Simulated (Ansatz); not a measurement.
CH3BrF2OTi (`C[O][Ti]([F])([F])[Br]`), relaxed with RKS PBE0-D4/def2-TZVP in Ansatz 0.2.0 from a PBE-D4/def2-SVP geometry. The force threshold is 0.005 eV/Å; the program also tests the step.

The species carries charge 0 and has multiplicity 1.

Start:

```xyz
9

C     0.201   -0.763    1.425
O    -0.116   -0.136    0.216
Ti   -0.326    0.674   -1.312
F    -1.461    1.994   -1.112
F    -0.955   -0.462   -2.488
Br    1.792    1.495   -1.998
H     0.029   -1.859    1.346
H    -0.433   -0.358    2.244
H     1.268   -0.585    1.680
```

```
step   energy (eV)  largest force (eV/Å)  largest move (Å)
   1  -101717.1346                 0.548             0.000
   2  -101717.1573                 0.165             0.025
   3  -101717.1595                 0.069             0.010
   4  -101717.1596                 0.025             0.006
   5  -101717.1597                 0.011             0.002
   6  -101717.1597                 0.001             0.007
   7  -101717.1597                 0.011             0.020
   8  -101717.1597                 0.009             0.011
   9  -101717.1597                 0.008             0.011
  10  -101717.1597                 0.006             0.004
  11  -101717.1597                 0.003             0.004
```

End:

```xyz
9

C     0.202   -0.763    1.423
O    -0.115   -0.148    0.212
Ti   -0.324    0.664   -1.299
F    -1.474    1.971   -1.104
F    -0.915   -0.473   -2.494
Br    1.769    1.520   -1.961
H    -0.030   -1.829    1.365
H    -0.380   -0.308    2.229
H     1.268   -0.634    1.629
```

It took 74 s on 2 threads of an AMD EPYC 7R13 on a shared host and a share of an NVIDIA H100 80 GB, with 0.92 GiB of host memory at the peak.
